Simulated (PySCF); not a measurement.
Simulated absorption spectrum

Species: C6H8S.
InChI=1S/C6H8S/c1-2-6(5-7)3-4-6/h1,7H,3-5H2

Theory: TDDFT PBE0/def2-SVPD, vertical, gas phase, core orbitals frozen in the response in PySCF 2.14.0, density-fitted response routines. Geometry: GFN2-xTB, one conformer, isolated molecule. Torsions of this conformer, `[CH:1]#[C:2][C:3]1([CH2:4][SH:5])[CH2:6][CH2:7]1`: C2–C3–C4–S5 -64°, H–S5–C4–C3 -53°.

Computed states:

```tsv
state	E (eV)	f
S1	5.60	0.0033
S2	6.11	0.031
S3	6.37	0.0003
S4	6.70	0.0067
S5	6.75	0.026
S6	6.78	0.011
```

Broadening: Gaussians 0.3 eV wide at half height, area fixed by f = 4.319×10⁻⁹ ∫ε dν̃. The width is an assumption, not a result. The curve ends short of the highest state used, and states not computed would add to its high-energy end.

Question: Give the broadened spectrum and its maxima.

Answer: 
| E (eV) | ε (L mol⁻¹ cm⁻¹) |
| --- | --- |
| 5.15 | 1 |
| 5.17 | 1 |
| 5.19 | 2 |
| 5.22 | 4 |
| 5.24 | 6 |
| 5.26 | 9 |
| 5.29 | 17 |
| 5.31 | 24 |
| 5.34 | 40 |
| 5.36 | 54 |
| 5.38 | 72 |
| 5.41 | 104 |
| 5.43 | 128 |
| 5.46 | 170 |
| 5.48 | 198 |
| 5.50 | 225 |
| 5.53 | 261 |
| 5.55 | 280 |
| 5.58 | 296 |
| 5.60 | 298 |
| 5.62 | 294 |
| 5.65 | 276 |
| 5.67 | 258 |
| 5.70 | 230 |
| 5.72 | 213 |
| 5.74 | 201 |
| 5.77 | 203 |
| 5.79 | 222 |
| 5.82 | 289 |
| 5.84 | 365 |
| 5.86 | 471 |
| 5.89 | 689 |
| 5.91 | 876 |
| 5.94 | 1212 |
| 5.96 | 1465 |
| 5.98 | 1729 |
| 6.01 | 2120 |
| 6.03 | 2356 |
| 6.06 | 2637 |
| 6.08 | 2757 |
| 6.10 | 2812 |
| 6.13 | 2767 |
| 6.15 | 2656 |
| 6.18 | 2385 |

Maxima: 222 nm (5.60 eV), ε about 300, made up of S1 (100%); 203 nm (6.11 eV), ε about 2800, made up of S2 (100%) (ε in L mol⁻¹ cm⁻¹; maxima over ε = 5, shares over 10%).

Question: Coming from long wavelengths, where does ε first pass 100 L mol⁻¹ cm⁻¹?

Answer: At about 229 nm (5.41 eV), 0.19 eV below S1.

Question: What would ε be at 6.11 eV, the highest of these maxima, with half the width (0.15 eV)?

Answer: About 5610 L mol⁻¹ cm⁻¹ against 2820, a factor of about 1.99; a lone state at its own centre would give exactly 2.

Question: On this curve, what absorbance would a 10⁻⁴ mol/L sample give at 222 nm over a 1 cm path?

Answer: 222 nm is 5.585 eV, where ε is about 300 L mol⁻¹ cm⁻¹, so A = ε c l ≈ 0.03 (Beer–Lambert, with the gas-phase spectrum and the assumed width).
